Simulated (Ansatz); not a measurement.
Ansatz (a first-principles code) input (B3LYP-D3(BJ)/def2-TZVP):

Ansatz 0.2 input:
```yaml
crystal:
  periodic: [false, false, false]
  atoms:
    - {symbol: F, position_ang: [-0.31727713, -1.92210696, 0.06729578]}
    - {symbol: As, position_ang: [-0.29154349, 0.02051173, 0.07326886]}
    - {symbol: F, position_ang: [1.44153628, -0.10142020, -0.36227777]}
    - {symbol: F, position_ang: [-0.05526635, 1.94831749, 0.02632949]}
basis:
  gaussian:
    orbitals: def2-TZVP
hamiltonian:
  xc: b3lyp
  dispersion: d3bj
total_charge: -1
magnetization: {spin_polarized: true, initial_magnetization: 1}
phonons: {temperatures: {t_min: 298.15, t_max: 298.15, t_step: 100}}
```

Output:

```
Functional definition: B3LYP
integrals: 0.05 GiB planned
884 factors; their error is unknown
mean field: 0.74 GiB planned
mean field evaluation 1: about -68998.4518 eV, gradient 1.8e1 eV
mean field evaluation 2: about -68997.4984 eV, gradient 2.7e1 eV
mean field evaluation 4: about -68999.4217 eV, gradient 8.5e-1 eV
mean field evaluation 8: about -68999.6566 eV, gradient 2.5e-1 eV
mean field evaluation 16: about -68999.6567 eV, gradient 1.6e-5 eV
mean field -68999.65669854 eV, -2535.6906140242 hartree, gradient 1.4e-5 eV, S^2 0.753656; 0 other end points of the search recorded, 0 dependent functions left out
the calculation of the forces begins
reference -68999.65686135 eV, -2535.6906200073 hartree; 31, 30 occupied and 110, 111 virtual orbitals, 884 factors
these checks for a lower state are left out or cut short: stability, starts, cluster_reference, orbital_swaps, neighbouring_geometries, increment
integrals: 0.05 GiB planned
884 factors; their error is unknown
mean field: 0.74 GiB planned
mean field -68999.65668675 eV, -2535.6906135908 hartree, gradient 1.7e-6 eV, S^2 0.753655; 0 other end points of the search recorded, 0 dependent functions left out
the calculation of the forces begins
reference -68999.65684957 eV, -2535.6906195745 hartree; 31, 30 occupied and 110, 111 virtual orbitals, 884 factors
these checks for a lower state are left out or cut short: stability, starts, cluster_reference, orbital_swaps, neighbouring_geometries, increment
integrals: 0.05 GiB planned
884 factors; their error is unknown
mean field: 0.74 GiB planned
mean field evaluation 32: about -68999.6567 eV, gradient 2.0e-6 eV
mean field -68999.65669947 eV, -2535.6906140583 hartree, gradient 2.0e-6 eV, S^2 0.753657; 0 other end points of the search recorded, 0 dependent functions left out
the calculation of the forces begins
reference -68999.65686225 eV, -2535.6906200406 hartree; 31, 30 occupied and 110, 111 virtual orbitals, 884 factors
these checks for a lower state are left out or cut short: stability, starts, cluster_reference, orbital_swaps, neighbouring_geometries, increment
integrals: 0.05 GiB planned
884 factors; their error is unknown
mean field: 0.74 GiB planned
mean field -68999.65667251 eV, -2535.6906130677 hartree, gradient 1.8e-6 eV, S^2 0.753659; 0 other end points of the search recorded, 0 dependent functions left out
the calculation of the forces begins
reference -68999.65683532 eV, -2535.6906190510 hartree; 31, 30 occupied and 110, 111 virtual orbitals, 884 factors
these checks for a lower state are left out or cut short: stability, starts, cluster_reference, orbital_swaps, neighbouring_geometries, increment
integrals: 0.05 GiB planned
884 factors; their error is unknown
mean field: 0.74 GiB planned
mean field -68999.65669242 eV, -2535.6906137994 hartree, gradient 2.0e-6 eV, S^2 0.753653; 0 other end points of the search recorded, 0 dependent functions left out
the calculation of the forces begins
reference -68999.65685522 eV, -2535.6906197821 hartree; 31, 30 occupied and 110, 111 virtual orbitals, 884 factors
these checks for a lower state are left out or cut short: stability, starts, cluster_reference, orbital_swaps, neighbouring_geometries, increment
integrals: 0.05 GiB planned
884 factors; their error is unknown
mean field: 0.74 GiB planned
mean field -68999.65665291 eV, -2535.6906123474 hartree, gradient 1.8e-6 eV, S^2 0.753659; 0 other end points of the search recorded, 0 dependent functions left out
the calculation of the forces begins
reference -68999.65681568 eV, -2535.6906183291 hartree; 31, 30 occupied and 110, 111 virtual orbitals, 884 factors
these checks for a lower state are left out or cut short: stability, starts, cluster_reference, orbital_swaps, neighbouring_geometries, increment
integrals: 0.05 GiB planned
884 factors; their error is unknown
mean field: 0.74 GiB planned
mean field -68999.65665686 eV, -2535.6906124924 hartree, gradient 1.8e-6 eV, S^2 0.753653; 0 other end points of the search recorded, 0 dependent functions left out
the calculation of the forces begins
reference -68999.65681970 eV, -2535.6906184767 hartree; 31, 30 occupied and 110, 111 virtual orbitals, 884 factors
these checks for a lower state are left out or cut short: stability, starts, cluster_reference, orbital_swaps, neighbouring_geometries, increment
integrals: 0.05 GiB planned
884 factors; their error is unknown
mean field: 0.74 GiB planned
mean field evaluation 64: about -68999.4248 eV, gradient 1.2e-4 eV
mean field -68999.65668256 eV, -2535.6906134369 hartree, gradient 1.9e-6 eV, S^2 0.753654; 0 other end points of the search recorded, 0 dependent functions left out
the calculation of the forces begins
reference -68999.65684538 eV, -2535.6906194205 hartree; 31, 30 occupied and 110, 111 virtual orbitals, 884 factors
these checks for a lower state are left out or cut short: stability, starts, cluster_reference, orbital_swaps, neighbouring_geometries, increment
integrals: 0.05 GiB planned
884 factors; their error is unknown
mean field: 0.74 GiB planned
mean field -68999.65666619 eV, -2535.6906128353 hartree, gradient 1.9e-6 eV, S^2 0.753657; 0 other end points of the search recorded, 0 dependent functions left out
the calculation of the forces begins
reference -68999.65682898 eV, -2535.6906188177 hartree; 31, 30 occupied and 110, 111 virtual orbitals, 884 factors
Total energy: -68999.74242456 eV, -2535.6937643974 hartree
Atom 0 at    -0.317277    -1.922107     0.067296 Å, force    -0.000363    -0.000646     0.000087 eV/Å
Atom 1 at    -0.291543     0.020512     0.073269 Å, force    -0.000620     0.000044     0.000156 eV/Å
Atom 2 at     1.441536    -0.101420    -0.362278 Å, force     0.001256    -0.000088    -0.000316 eV/Å
Atom 3 at    -0.055266     1.948317     0.026329 Å, force    -0.000273     0.000691     0.000073 eV/Å
Dipole moment:    -0.254429     0.017901     0.063942 e Å
Vibrations: 87.34 188.49 292.94 405.96 416.91 601.17 cm⁻¹, zero-point energy 0.123539 eV
```
